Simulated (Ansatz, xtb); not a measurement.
## Relative energy of two isomers of C3H5N3O

Structure X is `OCc1ncn[nH]1`, a singlet and structure Y is `OCc1nc[nH]n1`, a singlet. Both are isolated molecules in the gas phase, relaxed with B3LYP-D3(BJ)/def2-SVP; the shapes shown needn't be the lowest conformers.

X (Å):

```xyz
12

C    -2.6689    1.4791    0.2859
C    -2.5328    0.0174   -0.0168
C    -2.7810   -2.0486   -0.3200
N    -3.4237   -0.9432    0.1548
N    -1.5528   -1.8312   -0.7644
N    -1.4112   -0.5054   -0.5676
O    -1.4110    2.0864    0.5037
H    -1.0798    1.7900    1.3623
H    -3.1157    1.9952   -0.5805
H    -3.3727    1.6017    1.1282
H    -3.2276   -3.0423   -0.3327
H    -0.5544   -0.0162   -0.8015
```

Y (Å):

```xyz
12

C    -1.4316   -1.1810    0.4861
C    -0.4076   -0.2196   -0.0440
C     0.4949    1.6429   -0.4474
N    -0.5452    1.1229    0.1739
N     1.2167    0.6518   -1.0170
N     0.6537   -0.5491   -0.7624
O    -1.9688   -0.7296    1.7026
H    -2.0040    0.2379    1.6400
H    -0.9652   -2.1668    0.6378
H    -2.2197   -1.3146   -0.2867
H     0.7630    2.6969   -0.5117
H     2.0744    0.7106   -1.5544
```

Problem. Which of the two would you expect CCSD(T)/def2-SVP + ΔMP2/def2-TZVPP electronic energies to favour?

Solution. CCSD(T)/def2-SVP + ΔMP2/def2-TZVPP gives E(Y) − E(X) = +0.24 kcal/mol, slightly favouring structure X, which is too small a margin to settle the true order.

Level by level:

```csv
level,geometry,E(Y) − E(X) (kcal/mol),departure from the last row (kcal/mol),"job, with rough time for the two"
GFN2-xTB,GFN2-xTB,+0.24,0.00,"optimisation, 0.13 s"
HF/STO-3G,GFN2-xTB,+1.25,+1.01,"single point, 0.4 s"
r2SCAN-D4/def2-SVP,GFN2-xTB,+0.02,−0.22,"single point, 4.3 s"
B3LYP-D3(BJ)/def2-SVP,B3LYP-D3(BJ)/def2-SVP,+0.30,+0.06,"optimisation, 89 s"
HF/def2-SVP,B3LYP-D3(BJ)/def2-SVP,+0.84,+0.61,part of the CCSD(T) run
MP2/def2-SVP,B3LYP-D3(BJ)/def2-SVP,+0.21,−0.03,part of the CCSD(T) run
CCSD(T)/def2-SVP,B3LYP-D3(BJ)/def2-SVP,+0.14,−0.10,single point
CCSD(T)/def2-SVP + ΔMP2/def2-TZVPP,B3LYP-D3(BJ)/def2-SVP,+0.24,,"single point, 78 s"
```

As drawn, both hold the same kinds of bond in the same numbers.

The largest departure from CCSD(T)/def2-SVP + ΔMP2/def2-TZVPP is that of HF/STO-3G, 1.01 kcal/mol. The last row adds to CCSD(T) the change of the MP2 difference between the two basis sets, here +0.10 kcal/mol.

With thermal terms from frequencies at re-optimised GFN2-xTB minima (ideal gas, soft modes damped towards free rotors, one conformer each, 298.15 K, 1 atm): the zero-point term adds −0.24 kcal/mol; ΔH is −0.01 and ΔG +0.05 kcal/mol.

The correlated steps freeze 7 core orbitals. Run with Ansatz 0.2.0, xtb 6.7.1; the last row on 2 threads of Arm Neoverse V2 on a shared host.
